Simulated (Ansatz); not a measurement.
System: CaF2, net charge 0, singlet state. 
Geometry from a B3LYP-D3(BJ)/def2-TZVP (Ansatz, an electronic-structure program) optimisation:
```
Ca
F 1 2.0062
F 1 2.0062 2 144.70
```

Basis-set convergence of Hartree-Fock and CCSD(T) correlation energies (hartree) with Ansatz. Cores are frozen in the correlated levels unless marked. Spin-orbit coupling is left out. Frozen are the shells of the preceding noble gas and the d and f shells that filled before the atom's block. The outer core of K, Ca and their heavier congeners is not correlated, a term that matters for these elements. No relativistic terms.

| basis | functions | E(HF) | E(corr, CCSD(T)) | rough core time |
|---|---|---|---|---|
| def2-SVP | 52 | -875.53131 | -0.41464 | under 20 s |
| def2-TZVPP | 98 | -875.86712 | -0.55992 | under 20 s |
| def2-QZVPP | 184 | -875.89647 | -0.61601 | 22 s |

Extrapolating the two largest sets (X = 3 and 4) as X^-3: E(corr) = (64·(-0.61601) - 27·(-0.55992))/37 = -0.6569 Eh, an estimate of the basis-set limit. The largest set recovers 93.8 % of it, the smallest 63.1 %.
